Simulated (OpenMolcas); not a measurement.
Pt2+ with 6 ligands (fluoride) in octahedral coordination (Oh) at 2.11 Å. A charge of +0.667 e stands 2.4 Å behind each ligand. Ligand basis ANO-RCC-VDZP.
```
Pt    0.0000    0.0000    0.0000
F     2.1100    0.0000    0.0000
F     0.0000    2.1100    0.0000
F    -2.1100    0.0000    0.0000
F     0.0000   -2.1100    0.0000
F     0.0000    0.0000    2.1100
F     0.0000    0.0000   -2.1100
```

| Quantity | Value |
| --- | --- |
| Program | OpenMolcas |
| Method | CASSCF |
| Basis | ANO-RCC-VTZP [8s7p5d3f1g] |
| Scalar Hamiltonian | DKH2, point nucleus |
| Active space | 8 electrons in 5 orbitals (5d) |
| State averaging | 2S+1 = 3 even, 10 roots; 2S+1 = 1 even, 15 roots |
| Spin-orbit coupling | RASSI with atomic mean-field integrals over the reference wave functions |

(1) What is the spin-free ground state (labels of O, the rotations of Oh)?

(2) Where is the first state of the same spin?

(3) What are the lowest two levels with spin-orbit coupling?

(4) What is χT at 300 K, and how does it compare with the textbook value?

(5) Which ligand-field parameters describe the states?

Results:

(1) 3A2, 1-fold in its orbital part; it has the highest spin that d8 allows.

(2) 3T2 at 15700 cm-1 above the ground state.

(3) A 3-fold level T2, then a 2-fold level E 9858 cm-1 above it. Their leading multiplicities are 3 (98 %) and 1 (59 %).

(4) The lowest level has 2S+1 = 3, for which the spin-only value is χT = S(S+1) / 2 = 1.000 cm3 K/mol (g = 2). The computed 1.792 at 300 K differs by +0.792, through orbital momentum, spin-orbit coupling and any other state in reach.

(5) A least-squares ligand-field fit to the states below 45000 cm-1, each weighted by its degeneracy and with a free common offset, gives 10Dq = 15791 cm-1, B = 786 cm-1 and C = 3237 cm-1 (C/B = 4.12), with an rms deviation of 50 cm-1. The same method and metal basis give the free ion B = 865 cm-1 (fit to its terms below 60000 cm-1, rms deviation 8 cm-1), so the nephelauxetic ratio is β = 786 / 865 = 0.91; it hangs on how both fits weigh the states, and computed free-ion B values tend to be too large, so β mixes covalency with correlation.

Without dynamic correlation the repulsion within the d shell is too large (B by tens of per cent), so at a given field states of lower spin stand too high. Real 4d8 and 5d8 ions are as a rule square planar and diamagnetic. With metal d orbitals alone the field can be off either way by tens of per cent. Ligand-to-metal charge-transfer states are missing. With no ligand orbital active B as a rule stays too high, so bands that hang on it stand too high and its fall with covalency is understated. No measured value stands beside these numbers; the geometry was imposed, not optimised, and the real ion may take another.
